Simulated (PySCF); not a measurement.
Atoms are numbered as in `[SiH3:1][CH2:2][O:3][C:4]1([O:5][SiH3:6])[CH2:7][SiH2:8][CH2:9]1` (H(Xn): hydrogen on atom n).

- shieldings: GIAO PBE0/pcSseg-1
- geometry: GFN2-xTB
- program: PySCF 2.14
- fast rotation and ring inversion assumed for equivalent nuclei, one conformer, non-relativistic, gas phase

Referencing at the same level of theory: TMS for 13C (186.93 ppm), 1H (31.72 ppm), 29Si (349.16 ppm); 17O (336.08 ppm) against H2O.

| atoms | nucleus | count | δ (ppm) |
| --- | --- | --- | --- |
| Ha(C7)/Hb(C9) | 1H | 2 | 1.86 |
| Si8 | 29Si | 1 | ? |
| H(Si6) | 1H | 3 | 4.77 |
| H(Si1) | 1H | 3 | 4.00 |
| O3 | 17O | 1 | 85.4 |
| Si6 | 29Si | 1 | -51.0 |
| H(C2) | 1H | 2 | 3.49 |
| Hb(Si8) | 1H | 1 | ? |
| C7/C9 | 13C | 2 | ? |
| C2 | 13C | 1 | ? |
| Si1 | 29Si | 1 | -73.5 |
| Hb(C7)/Ha(C9) | 1H | 2 | 2.05 |
| O5 | 17O | 1 | ? |
| C4 | 13C | 1 | 104.2 |
| Ha(Si8) | 1H | 1 | 4.24 |

Estimate the values marked ?.

Results:


- C2: 47.7 ppm, sp3 CH2 bonded to O and Si; the inductive effect lowers its shielding
- C7/C9: 25.7 ppm, sp3 CH2 bonded to Si
- Hb(Si8): 4.38 ppm, hydrogen on a silicon bonded to 2 C, in a 4-membered ring
- Si8: -65.9 ppm, silicon bonded to 2 C, 2 H, in a 4-membered ring
- O5: 95.1 ppm, oxygen bonded to C, Si

Shifts are as computed. Against solution values, carbons near 30 ppm lie about +3 ppm off and those near 130 ppm about +5 ppm. Of 1309 compounds with measured shifts, 239 miss one by over three times the rms of a fit or turn the order of signals round; such compounds aren't used in these exercises. Experimental scales use liquid or dissolved standards, which lie at an offset from isolated H2O (liquid H2O: subtract about 36 ppm).
